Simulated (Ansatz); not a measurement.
Geometry optimisation, RHF/def2-SVP in Ansatz.

Input:

```yaml
crystal:
  periodic: [false, false, false]
  atoms:
    - { symbol: Al, position_ang: [0.011834, 0.203541, 0.00017] }
    - { symbol: H, position_ang: [-0.071426, 0.246466, 1.551107] }
    - { symbol: F, position_ang: [1.452299, 0.292943, -0.786405] }
    - { symbol: F, position_ang: [-1.340763, 0.074687, -0.924924] }
    - { symbol: P, position_ang: [0.18583, -2.997412, 1.358552] }
    - { symbol: H, position_ang: [-0.691791, -2.956503, 0.249358] }
    - { symbol: H, position_ang: [1.368516, -2.813844, 0.60601] }
    - { symbol: H, position_ang: [0.033201, -1.627778, 1.702132] }
basis:
  gaussian: { orbitals: def2-SVP }
hamiltonian:
  xc: hf
relax:
  f_tol: 0.03
  max_steps: 50
```

Command:

```bash
$ ansatz run input.yaml --threads 1 --pin off --max-ram 2048MiB --backend cpu --events-out ev --progress --plain --runs-dir out
```

Question: Where does it end, and by what steps?

Answer: It converged. The force dipped under the threshold on the way, but the program's further checks kept it going. After 17 steps the energy has fallen by 0.282 eV; H8 moved furthest, 0.76 Å.

```csv
step,energy less start (eV),largest force component (eV/Å),accepted
0,0.0000,0.668,yes
1,-0.1540,0.341,yes
2,-0.2160,0.362,yes
3,-0.2088,0.751,no
4,-0.2406,0.284,yes
5,-0.2555,0.209,yes
6,-0.2693,0.205,yes
7,-0.2705,0.189,yes
8,-0.2770,0.031,yes
9,-0.2673,0.457,no
10,-0.2670,0.341,no
11,-0.2791,0.021,yes
12,-0.2801,0.184,yes
13,-0.2809,0.082,yes
14,-0.2814,0.009,yes
15,-0.2815,0.036,yes
16,-0.2774,0.203,no
17,-0.2817,0.008,yes
```

```xyz
8
Properties=species:S:1:pos:R:3
Al 0.023 0.303 -0.023
H -0.144 0.950 1.376
F 1.505 0.112 -0.710
F -1.277 -0.140 -0.927
P 0.250 -3.231 1.139
H -0.774 -2.763 0.284
H 1.305 -2.560 0.479
H 0.060 -2.248 2.138
```

Whether the end is a true minimum wasn't checked by a vibrational analysis.

Run time: 26 s on 1 thread of Arm Neoverse V1, on a shared host, peak memory 0.15 GiB.
